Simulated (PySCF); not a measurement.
Si(H)(F)(Br)(NH2) (BrFH₃NSi), SMILES N[SiH](Br)F.

Coordinates come from a PBE0-D3(BJ)/def2-SVP optimisation. This is a generated structure with no PubChem entry under its InChIKey; it may be hypothetical. Other conformers were not sampled.

Two levels are set side by side: PBE/def2-TZVP (PySCF) and M06-2X/def2-TZVP (PySCF). Same geometry, gas phase. Differences are taken from unrounded values.

| quantity | M06-2X |
|---|---|
| orbital gap (eV) | 10.79 |
| highest occupied level (eV) | -9.62 |
| lowest empty level (eV) | 1.17 |
| dipole moment (D) | 2.57 |
| mean polarisability (bohr³) | 48.7 |

Question: What does PBE give, and how far is it from M06-2X? (An estimate is asked for; the answer gives what the named calculation found.)

Answer: 
```csv
quantity,PBE,PBE minus M06-2X
orbital gap (eV),6.38,-4.41
highest occupied level (eV),-6.77,2.85
lowest empty level (eV),-0.39,-1.56
dipole moment (D),2.50,-0.07
mean polarisability (bohr³),51.4,2.7
```

PBE's occupied levels lie high since its potential decays too fast outside the molecule; exact exchange lowers them and widens the gap. PBE's more diffuse valence density responds more strongly to a field. Differences between two approximate levels are no errors against the true value.

Rough cost on one machine, each run with all the roots and properties that it gave: M06-2X against PBE about 3 times.
